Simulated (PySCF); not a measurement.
A geometry optimisation on `F[Se](F)(F)F` (selenium tetrafluoride).

Method: PBE0-D3(BJ)/def2-TZVP geometry optimisation, gas phase (PySCF 2.14.0). Start geometry: GFN2-xTB. The command runs a driver script over a list of jobs; the input below is this job's line of settings and its coordinates in Å.

Command:
```bash
OMP_NUM_THREADS=1 python probes_run.py task.json out
```

Input:
```
{"job": {"xc": "PBE0", "basis": "def2-TZVP", "d3": "d3bj", "grid": 2, "shake": 0.01, "kind": "geom"}, "charge": 0, "multiplicity": 1}
F      0.775180    -1.480880     0.116060
Se     0.035310     0.025780    -0.562620
F     -0.791000     1.439330     0.150230
F      1.468850     0.753280     0.274330
F     -1.454760    -0.771480    -0.015890
```

Question: What does the run print?

Answer: 
```
step   0  E = -2800.40155881  max force = 0.060836
step   1  E = -2800.40880079  max force = 0.032040
step   2  E = -2800.41044082  max force = 0.006123
step   3  E = -2800.41088234  max force = 0.004304
step   4  E = -2800.41458152  max force = 0.016589
step   5  E = -2800.40534588  max force = 0.051366
step   6  E = -2800.41591357  max force = 0.024327
step   7  E = -2800.41888439  max force = 0.009530
step   8  E = -2800.41960679  max force = 0.001209
step   9  E = -2800.41962345  max force = 0.000275
step  10  E = -2800.41962749  max force = 0.000111
optimisation converged
```

Energies in Eh; «max force» is the largest Cartesian gradient component in Eh/bohr.

Question: Give the first gradient maximum in eV/Å.

Answer: With 1 Eh/bohr = 51.422 eV/Å, 3.128 eV/Å.

In short: final energy -2800.41963 Eh after 10 steps; dipole 1.78 D.

Question: Give the final coordinates.

Answer: 0.469 Å rms from the input after alignment:
```
atom  x, y, z in Å
F1     0.7032   -1.6191   -0.3785
Se2    0.0569    0.0283   -0.5072
F3    -0.6255    1.6500   -0.2824
F4     1.1482    0.4350    0.7192
F5    -1.2493   -0.5282    0.4109
```

Question: Estimate the wall time. Hardware: Arm Neoverse V1, one thread, no GPU, on a shared host. And the peak memory of the process?

Answer: About 1.9 min, with 0.71 GiB resident at the peak, the Python interpreter and its libraries included.
Labels such as C1 count atoms from 1, the log's own numbers from 0.
